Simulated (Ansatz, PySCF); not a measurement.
Constitutional and geometric isomers with formula CH2S3. All species are isolated molecules in the gas phase. One relaxed conformer stands for each flexible species; it need not be the lowest. Strings in code marks are SMILES.

Quantity: electronic energy of isomers of CH2S3 relative to `S=C(S)S` (S–C–S–H torsion 0°, S–C–S–H torsion -180°), in kJ/mol. The restricted reference of `S=C(S)S` is unstable towards unrestricted orbitals.

Level 1: PBE-D3(BJ)/def2-TZVP // B3LYP-D3(BJ)/def2-TZVP (PySCF)
Level 2: frozen-core MP2/cc-pVTZ // B3LYP-D3(BJ)/def2-TZVP (Ansatz, a program for electronic structure)
Level 3: B3LYP/6-31G* // B3LYP-D3(BJ)/def2-TZVP (PySCF)
Level 4: PBE/6-31G* // B3LYP-D3(BJ)/def2-TZVP (PySCF)

```tsv
species	level 2	level 3	level 4
`C1SSS1`	47.4	54.7	58.5
```

Task: What does level 1 give for each?

Result: 
- `C1SSS1`: 46.3
